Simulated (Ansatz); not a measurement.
Molecular dynamics of H$_{2}$O$_{2}$Zn

Input file:

```yaml
crystal:
  periodic: [false, false, false]
  atoms:
    - { symbol: Zn, position_ang: [-0.064904, -0.118832, 0.0] }
    - { symbol: O, position_ang: [-0.033647, -0.065884, 1.762972] }
    - { symbol: H, position_ang: [-0.868531, -0.14237, 2.216494] }
    - { symbol: O, position_ang: [-0.03725, -0.063942, -1.762973] }
    - { symbol: H, position_ang: [0.349532, -0.807772, -2.216494] }
basis:
  gaussian: { orbitals: def2-SVP }
hamiltonian:
  xc: { name: BHLYP }
  dispersion: d4
md:
  timestep: 0.5
  n_steps: 300
  ensemble: nve
  temperature: 500.0
  initial_velocities: maxwell_boltzmann
  seed: 445471
```

Run as:

```bash
$ ansatz run input.yaml --threads 1 --pin off --max-ram 2048MiB --backend cpu --events-out ev --progress --plain --runs-dir out
```

It starts from a relaxed structure.

Output, in part (step lines, the closing report, with atoms numbered from 0):

```
md step     0: t =     0.00 fs  T =   500.0 K  F+E_penalty+E_count = -52533.63233845 eV  E_kin = 0.193890 eV  conserved = -52533.43844845 eV  (28 SCF iters)
md step    97: t =    48.50 fs  T =   238.0 K  F+E_penalty+E_count = -52533.52832133 eV  E_kin = 0.092310 eV  conserved = -52533.43601115 eV  (32 SCF iters)
md step    98: t =    49.00 fs  T =   343.7 K  F+E_penalty+E_count = -52533.57106035 eV  E_kin = 0.133267 eV  conserved = -52533.43779324 eV  (33 SCF iters)
md step    99: t =    49.50 fs  T =   397.2 K  F+E_penalty+E_count = -52533.59244972 eV  E_kin = 0.154027 eV  conserved = -52533.43842263 eV  (33 SCF iters)
md step   100: t =    50.00 fs  T =   370.0 K  F+E_penalty+E_count = -52533.58131251 eV  E_kin = 0.143496 eV  conserved = -52533.43781681 eV  (33 SCF iters)
md step   101: t =    50.50 fs  T =   280.9 K  F+E_penalty+E_count = -52533.54550459 eV  E_kin = 0.108920 eV  conserved = -52533.43658486 eV  (33 SCF iters)
md step   102: t =    51.00 fs  T =   175.2 K  F+E_penalty+E_count = -52533.50331486 eV  E_kin = 0.067929 eV  conserved = -52533.43538576 eV  (33 SCF iters)
md step   103: t =    51.50 fs  T =    99.6 K  F+E_penalty+E_count = -52533.47325308 eV  E_kin = 0.038614 eV  conserved = -52533.43463885 eV  (26 SCF iters)
[... lines left out ...]
Total energy: -52533.50843552 eV, -1930.5708265145 hartree
Atom 0 at    -0.079165    -0.140731    -0.001230 Å, force    -0.146806     0.248939     0.255187 eV/Å
Atom 1 at    -0.003720    -0.038041     1.729353 Å, force    -1.426296     0.178069     1.694078 eV/Å
Atom 2 at    -0.833456     0.086636     2.248845 Å, force     1.450825    -0.246216    -0.957063 eV/Å
Atom 3 at    -0.027971    -0.023900    -1.735118 Å, force     1.320621    -1.437306    -1.295363 eV/Å
Atom 4 at     0.617169    -0.693855    -2.077568 Å, force    -1.198344     1.256515     0.303162 eV/Å
Dipole moment:    -0.120988    -0.266419     0.053291 e Å
```

The steps, from the saved trajectory:

```csv
time (fs),T (K),potential energy less start (eV),conserved less start (meV/atom)
0.0,500,0.000,0.00
5.0,387,0.044,0.10
10.0,82,0.166,0.71
15.0,82,0.166,0.86
20.0,285,0.086,0.49
25.0,457,0.017,0.01
30.0,316,0.072,0.12
35.0,58,0.175,0.76
40.0,143,0.142,0.71
45.0,335,0.066,0.30
50.0,370,0.051,0.13
55.0,225,0.108,0.35
60.0,84,0.165,0.78
65.0,200,0.119,0.60
70.0,316,0.073,0.28
75.0,328,0.068,0.15
80.0,219,0.111,0.45
85.0,135,0.145,0.79
90.0,282,0.086,0.37
95.0,359,0.055,0.13
100.0,308,0.076,0.31
105.0,212,0.115,0.65
110.0,151,0.139,0.77
115.0,304,0.077,0.27
120.0,365,0.053,0.07
125.0,259,0.095,0.39
130.0,143,0.142,0.79
135.0,150,0.139,0.73
140.0,357,0.056,0.10
145.0,381,0.046,0.01
150.0,187,0.124,0.51
```

All steps were run. The conserved energy stayed within 0.93 meV per atom of its start (net change 0.51 meV per atom), so the integration is sound. Over the second half the temperature averaged 0.51 of the 500 K drawn at the start: a run that starts near a minimum puts about half its kinetic energy into the potential. A run of 0.15 ps of so small a system gives no equilibrium averages.

The same pairs are bonded in the first frame and the last. Pairs count as bonded within 1.25 times the sum of covalent radii (0.12 Å more for H–H).

Last frame:

```xyz
5
Properties=species:S:1:pos:R:3
Zn -0.079 -0.141 -0.001
O -0.004 -0.038 1.729
H -0.834 0.087 2.249
O -0.028 -0.024 -1.735
H 0.617 -0.694 -2.078
```

Run time: 12 min on 1 thread of Arm Neoverse V1, with other jobs on the host, peak memory 0.13 GiB.
